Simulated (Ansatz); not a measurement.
Reaction (formal hydrolysis of a B–S bond): `COB(C)S` + H₂O → `COB(C)O` + H₂S

Isolated molecules relaxed with PBE0-D4/def2-TZVP in Ansatz; ΔE leaves out vibrations. CCSD(T)/CBS adds triple-zeta CCSD(T) − MP2 to the extrapolated MP2 energy (def2 sets, frozen cores). This one scheme is used for every species. Functionals use def2-TZVPP. B3LYP here is the variant with VWN-RPA as its local correlation; programs differ in this. Each species was taken in one conformer, which may not be the lowest.

| level | ΔE (kJ/mol) | difference from CCSD(T)/CBS |
| --- | --- | --- |
| LDA (SPW92) | -57.7 | -4.2 |
| revPBE-D4 | -45.8 | 7.7 |
| B97M-V | -60.8 | -7.3 |
| BHLYP-D4 | -65.3 | -11.8 |
| PBE-QIDH | -55.6 | -2.1 |
| BLYP | -65.3 | -11.8 |
| PBE0 | -56.3 | -2.8 |
| B3LYP | -66.8 | -13.3 |
| RPA@PBE/def2-TZVPP | -60.1 | -6.6 |
| HF/def2-SVP | -88.8 | -35.3 |
| CCSD(T)/def2-SVP | -76.0 | -22.5 |
| HF/def2-TZVPP | -78.4 | -24.9 |
| SCS-MP2/def2-TZVPP | -58.5 | -5.0 |
| HF/def2-QZVPP | -78.6 | -25.1 |
| MP2/CBS(def2) | -47.3 | 6.2 |
| CCSD/CBS(def2) | -57.6 | -4.1 |
| CCSD(T)/CBS | -53.5 | 0 |

(1) What do rigid-rotor, harmonic-oscillator terms from PBE0-D4/def2-TZVP frequencies (298.15 K, 1 bar) make of the CCSD(T)/CBS value? (Best estimate.)

Largest T1 diagnostic among the species: 0.012.

## Answers

(1) Ansatz gave: ΔZPE = -2.7 kJ/mol, ΔH = -57.6 kJ/mol, ΔS = 3 J/(mol·K), ΔG = -58.4 kJ/mol.

From BLYP to BHLYP (50 % exact exchange), in def2-TZVPP and without D4, ΔE moves by −5.9 kJ/mol. In def2-TZVPP, CCSD(T) changes the Hartree–Fock value by +19.6 kJ/mol (the triples alone add +4.1 kJ/mol) and MP2 by +25.8 kJ/mol.
